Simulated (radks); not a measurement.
Values are calculated unless marked as measured or tabulated.
Ti3+, configuration [Ne] 3s1 3p6 3d1 4f1 (not the ground configuration). Level of theory: non-relativistic Kohn-Sham, B86b exchange with PBE correlation, spin-polarised, spherical densities, point nucleus; open shells are filled with parallel spins first (a radial shooting solver on a logarithmic mesh with Libxc functionals).

X-ray form factor f0, the Fourier transform of the density (f0(0) = 19):

sin(theta)/lambda (1/angstrom)  f0 (electrons)
0.05                                    18.493
0.1                                     17.426
0.15                                    16.331
0.2                                     15.240
0.25                                    14.091
0.3                                     12.920
0.4                                     10.792
0.5                                      9.171
0.6                                      8.040
0.8                                      6.670
1                                        5.716
1.25                                     4.610
1.5                                      3.621
2                                        2.274
